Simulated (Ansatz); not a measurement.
Program: Ansatz. Geometries: PBE0-D4/def2-TZVP. ΔE: electronic, gas phase. CCSD(T)/CBS is the MP2 limit (def2-TZVPP, def2-QZVPP) plus CCSD(T) − MP2 in def2-TZVPP, frozen cores. One conformer a species, not always the lowest.

`N[SiH2]S[SiH3]` + `C=C(N)S` → `C=C(N)S[SiH3]` + `N[SiH2]S`  (ligand exchange at the Si–S bond)

```tsv
species	MP2/def2-QZVPP energy (Eh)
`N[SiH2]S[SiH3]`	-1034.79569
`C=C(N)S`	-531.45216
`C=C(N)S[SiH3]`	-821.72554
`N[SiH2]S`	-744.52130
```

(1) Work out ΔE.

Largest T1 diagnostic among the species: 0.012.

Answers

(1) ΔE = (-821.72554) + (-744.52130) − (-1034.79569) − (-531.45216) = 0.00101 Eh = +0.6 kcal/mol. CCSD(T)/CBS gives +0.5 kcal/mol.
